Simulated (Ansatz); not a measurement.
CHFI (`F[CH]I`) radical, one more setting.

```yaml
crystal:
  periodic: [false, false, false]
  atoms:
    - {symbol: F, position_ang: [-0.052752, -1.204458, 0.666101]}
    - {symbol: C, position_ang: [0.117408, 0.050758, 0.279998]}
    - {symbol: I, position_ang: [-1.167338, 0.738779, -1.178316]}
    - {symbol: H, position_ang: [1.158282, 0.354622, 0.211816]}
basis:
  gaussian: {orbitals: def2-TZVPP, point_charges: [{charge: 0.50, position_ang: [6.109, -0.222, 0.118]}]}
magnetization: {spin_polarized: true, initial_magnetization: 1}
hamiltonian: {xc: {name: B2GP-PLYP}}
output: {forces: true}
```

```sh
$ ansatz run in.yaml --threads 2 --pin off --events-out ev --progress --plain --max-ram 22528MiB --backend cpu
```

Output, abridged:

```
Functional definition: B2GP-PLYP
968 factors; integrals over basis functions are off by at most 1.2e-3 eV
mean field evaluation 1: about -11850.9926 eV, gradient 1.5e1 eV
mean field evaluation 2: about -11850.9963 eV, gradient 1.5e1 eV
mean field evaluation 4: about -11852.0500 eV, gradient 2.1e0 eV
mean field evaluation 8: about -11852.1169 eV, gradient 1.9e-1 eV
mean field evaluation 16: about -11852.1180 eV, gradient 1.2e-3 eV
mean field -11852.11799615 eV, -435.5573027044 hartree, gradient 5.1e-6 eV, S^2 0.760966; 0 other end points of the search recorded, 0 dependent functions left out
6 core orbitals not correlated: weight in the atoms' cores, before any rotation towards them, 1.000 or more for the frozen orbitals, at most 0.000 for the correlated occupied ones
reference -11852.11808670 eV, -435.5573060321 hartree; 15, 14 occupied and 105, 106 virtual orbitals, 968 factors
second order -27.04915100 eV of doubles, -0.00000000 eV of singles
Total energy: -11861.85578106 eV, -435.9151596993 hartree
Atom 0 at    -0.052752    -1.204458     0.666101 Å, force     0.022606    -0.223442     0.069962 eV/Å
Atom 1 at     0.117408     0.050758     0.279998 Å, force     0.135408     0.320069    -0.107001 eV/Å
Atom 2 at    -1.167338     0.738779    -1.178316 Å, force     0.026114    -0.007229     0.019923 eV/Å
Atom 3 at     1.158282     0.354622     0.211816 Å, force    -0.198214    -0.083593     0.016801 eV/Å
Dipole moment:     0.087204     0.142947    -0.093828 e Å
```

It took 8 s on 2 threads of an AMD EPYC 7R13 on a shared host, with 0.52 GiB of host memory at the peak.
